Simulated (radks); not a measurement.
Problem. Species: S I. Configuration: [Ne] 3s2 3p4. Method: scalar-relativistic Kohn-Sham, PBEsol, spin-polarised, spherical densities, finite nucleus; open shells are filled with parallel spins first; Fermi nuclear charge, rms radius 3.2611 fm; hard spherical wall at 20 bohr; computed with a radial shooting solver on a logarithmic mesh with Libxc functionals. Some entries of the table are withheld. Estimate them.

orbital  occ.  eigenvalue (hartree)  <r^2> (bohr^2)
1s up       1             -88.25982         0.01266
1s down     1             -88.24994         0.01266
2s up       1                   (1)          0.2741
2s down     1                   (2)          0.2737
2p up       3              -5.74457          0.2456
2p down     3              -5.73116          0.2452
3s up       1              -0.65883           3.323
3s down     1              -0.59094           3.390
3p up       3              -0.28099             (3)
3p down     1              -0.21920             (4)

Solution. 
(1) 2s up eigenvalue (hartree): -7.76122
(2) 2s down eigenvalue (hartree): -7.75146
(3) 3p up <r^2> (bohr^2): 5.007
(4) 3p down <r^2> (bohr^2): 5.439
